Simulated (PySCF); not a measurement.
**Spinor energies of W⁺ (tungsten, charge +1)**

Start: [Xe] 4f14 5d4 6s1; 5d3/2 filled at m_j = -3/2, -1/2, +1/2, +3/2; 6s1/2 filled at m_j = +1/2. Calculated with PySCF 2.14 in x2c-TZVPPall-2c (11s11p10d3f1g, 124 functions): generalised Hartree-Fock with the X2C-1e Hamiltonian and a Gaussian nucleus; one run each with spin-orbit coupling (SO) switched off, then screened by Boettger's factors.

```json
{"spinor shell": "1s1/2", "electrons": "2", "ε, spin-free (eV)": "-69908.8", "ε, screened SO (eV)": "-69887.3", "weight of nominal j (screened SO)": "1.000", "rms radius, screened SO (bohr)": "0.0208"}
{"spinor shell": "2s1/2", "electrons": "2", "ε, spin-free (eV)": "-12214.7", "ε, screened SO (eV)": "-12207.9", "weight of nominal j (screened SO)": "1.000", "rms radius, screened SO (bohr)": "0.0838"}
{"spinor shell": "2p1/2", "electrons": "2", "ε, spin-free (eV)": "-10686.9", "ε, screened SO (eV)": "-11653.5", "weight of nominal j (screened SO)": "1.000", "rms radius, screened SO (bohr)": "0.0713"}
{"spinor shell": "2p3/2", "electrons": "4", "ε, spin-free (eV)": "-10686.9", "ε, screened SO (eV)": "-10295.0", "weight of nominal j (screened SO)": "1.000", "rms radius, screened SO (bohr)": "0.0787"}
{"spinor shell": "3s1/2", "electrons": "2", "ε, spin-free (eV)": "-2881.7", "ε, screened SO (eV)": "-2879.4", "weight of nominal j (screened SO)": "1.000", "rms radius, screened SO (bohr)": "0.214"}
{"spinor shell": "3p1/2", "electrons": "2", "ε, spin-free (eV)": "-2421.4", "ε, screened SO (eV)": "-2632.9", "weight of nominal j (screened SO)": "1.000", "rms radius, screened SO (bohr)": "0.206"}
{"spinor shell": "3p3/2", "electrons": "4", "ε, spin-free (eV)": "-2421.4", "ε, screened SO (eV)": "-2334.1", "weight of nominal j (screened SO)": "1.000", "rms radius, screened SO (bohr)": "0.221"}
{"spinor shell": "3d3/2", "electrons": "4", "ε, spin-free (eV)": "-1886.1", "ε, screened SO (eV)": "-1923.7", "weight of nominal j (screened SO)": "1.000", "rms radius, screened SO (bohr)": "0.195"}
{"spinor shell": "3d5/2", "electrons": "6", "ε, spin-free (eV)": "-1886.1", "ε, screened SO (eV)": "-1859.1", "weight of nominal j (screened SO)": "1.000", "rms radius, screened SO (bohr)": "0.199"}
{"spinor shell": "4s1/2", "electrons": "2", "ε, spin-free (eV)": "-633.05", "ε, screened SO (eV)": "-632.28", "weight of nominal j (screened SO)": "1.000", "rms radius, screened SO (bohr)": "0.478"}
{"spinor shell": "4p1/2", "electrons": "2", "ε, spin-free (eV)": "-479.32", "ε, screened SO (eV)": "-528.78", "weight of nominal j (screened SO)": "1.000", "rms radius, screened SO (bohr)": "0.486"}
{"spinor shell": "4p3/2", "electrons": "4", "ε, spin-free (eV)": "-479.32", "ε, screened SO (eV)": "-458.65", "weight of nominal j (screened SO)": "1.000", "rms radius, screened SO (bohr)": "0.519"}
{"spinor shell": "4d3/2", "electrons": "4", "ε, spin-free (eV)": "-280.54", "ε, screened SO (eV)": "-288.25", "weight of nominal j (screened SO)": "0.999", "rms radius, screened SO (bohr)": "0.544"}
{"spinor shell": "4d5/2", "electrons": "6", "ε, spin-free (eV)": "-280.54", "ε, screened SO (eV)": "-274.73", "weight of nominal j (screened SO)": "1.000", "rms radius, screened SO (bohr)": "0.556"}
{"spinor shell": "5s1/2", "electrons": "2", "ε, spin-free (eV)": "-101.17", "ε, screened SO (eV)": "-100.95", "weight of nominal j (screened SO)": "1.000", "rms radius, screened SO (bohr)": "1.15"}
{"spinor shell": "5p1/2", "electrons": "2", "ε, spin-free (eV)": "-60.191", "ε, screened SO (eV)": "-69.033", "weight of nominal j (screened SO)": "0.931", "rms radius, screened SO (bohr)": "1.29"}
{"spinor shell": "4f5/2", "electrons": "6", "ε, spin-free (eV)": "-57.708", "ε, screened SO (eV)": "-58.730", "weight of nominal j (screened SO)": "0.948", "rms radius, screened SO (bohr)": "0.714"}
{"spinor shell": "5p3/2", "electrons": "4", "ε, spin-free (eV)": "-60.191", "ε, screened SO (eV)": "-56.160", "weight of nominal j (screened SO)": "0.885", "rms radius, screened SO (bohr)": "1.32"}
{"spinor shell": "4f7/2", "electrons": "8", "ε, spin-free (eV)": "-57.708", "ε, screened SO (eV)": "-56.317", "weight of nominal j (screened SO)": "0.985", "rms radius, screened SO (bohr)": "0.678"}
{"spinor shell": "5d3/2", "electrons": "4", "ε, spin-free (eV)": "-17.843", "ε, screened SO (eV)": "-17.865", "weight of nominal j (screened SO)": "0.601", "rms radius, screened SO (bohr)": "2.08"}
{"spinor shell": "6s1/2", "electrons": "1", "ε, spin-free (eV)": "-15.322", "ε, screened SO (eV)": "-15.262", "weight of nominal j (screened SO)": "0.998", "rms radius, screened SO (bohr)": "3.21"}
```

```
   quantity     spin-free   screened SO
E (hartree)  -16130.34189  -16149.35207
        M_J           1/2           1/2
       ⟨J²⟩         4.761         4.056
       ⟨L²⟩         6.005         5.955
       ⟨S²⟩         8.756         8.636
```

The determinant has a definite M_J but mixes levels of different J.

Each row is a mean over spinors that exchange with the open shell spreads, by up to 4.444 eV (5p3/2).

Rows whose weight is well below 1 are mixtures of j = l ± 1/2: exchange outweighs spin-orbit coupling there, and the label is only the starting occupation.

Breit and QED terms are absent; they matter most for the inner s and p1/2 levels.

Densities and radii are taken from the X2C orbitals without a picture-change correction, which distorts them close to the nucleus.

Without spin-orbit coupling the j labels of p, d and f shells carry no meaning; the spin-free column gives the mean over the occupied spinors of each nl shell, and its ⟨J²⟩ belongs to a mixture of degenerate components.
